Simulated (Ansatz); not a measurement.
Born–Oppenheimer molecular dynamics of BrH6NSn (9 atoms, charge 0, multiplicity 1). It starts at the highest image of a converged band, a first-order saddle point between two minima.

Computed with Ansatz, RHF/def2-SVP.

| Item | Value |
| --- | --- |
| ensemble | NVE (velocity Verlet) |
| time step | 0.5 fs |
| steps asked | 200 |
| starting velocities drawn for | 300 K |
| seed | 10505 |

First frame:

```xyz
9
Properties=species:S:1:pos:R:3
Sn -1.122 -0.614 -0.256
N 0.725 -0.072 0.574
H -0.728 -1.393 -1.713
H -1.886 -1.674 0.844
H -1.991 0.828 -0.449
H 1.215 1.133 -0.104
Br 1.658 2.418 -0.904
H 0.689 0.145 1.558
H 1.441 -0.771 0.451
```

Q: What does the run give?

A: All steps were run.

- steps done: 200
- time covered: 100 fs
- mean temperature over the second half: 236 K
- spread of the potential energy over the second half: 4.3 meV per atom
- mean potential energy of the second half above the start: 6.5 meV per atom

The conserved energy stayed within 0.23 meV per atom of its start (net change 0.024 meV per atom), so the integration is sound. A run of 0.1 ps of so small a system gives no equilibrium averages. The orbitals stay closed-shell, which can raise the energy where a bond breaks towards radicals; this wasn't checked here.

Q: What happens to the structure?

A: The step under study would form Sn1–Br7, N2–H6 and break Sn1–N2, H6–Br7. These pairs go: Sn1–Br7 4.16 → 4.57 Å, N2–H6 1.47 → 2.40 Å, Sn1–N2 2.10 → 2.12 Å, H6–Br7 1.58 → 1.43 Å. In the last frame they stand as before the step (other bonds may differ from the relaxed reactants and products). It ends as BrH + H5NSn. Pairs count as bonded within 1.25 times the sum of covalent radii (0.12 Å more for H–H). This is one draw of velocities; another would differ in detail.

Q: How do temperature and energy run in time?

A: 
```csv
time (fs),T (K),potential energy less start (eV),conserved less start (meV/atom)
0.0,300,0.000,0.00
8.0,203,0.088,0.05
16.0,163,0.126,0.17
24.0,217,0.077,0.21
32.0,255,0.042,0.12
40.0,298,0.002,0.04
48.0,273,0.024,0.02
56.0,278,0.020,0.06
64.0,273,0.025,0.15
72.0,178,0.112,0.21
80.0,241,0.054,0.15
88.0,282,0.017,0.09
96.0,200,0.091,0.05
```

The run took 5.6 min on 2 threads of Arm Neoverse V1 (shared host), peak memory 0.23 GiB.
